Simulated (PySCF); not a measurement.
# Electron correlation in Er²⁺ (erbium, charge +2)

[Xe] 4f11 6s1, one real determinant (an excited configuration). Computed with PySCF 2.14 in cc-pVDZ-X2C (8s7p5d3f1g, 84 functions), with scalar relativity by spin-free X2C-1e. Frozen: [Kr] 4d10; 20 electrons correlated.

```csv
level,correlation energy (mhartree)
CCSD,-643.71
(T),-21.52
CCSD(T),-665.23
```

Diagnostics: T1 = 0.0096, D1 = 0.0357, largest double amplitude 0.128.

**Question.** Is a single reference adequate?

**Answer.** Mostly. T1 lies below 0.03, but a double amplitude of this size points to a near-degeneracy that CCSD handles and MP2 describes poorly.

The reference is one real determinant that mixes LS terms of this configuration.
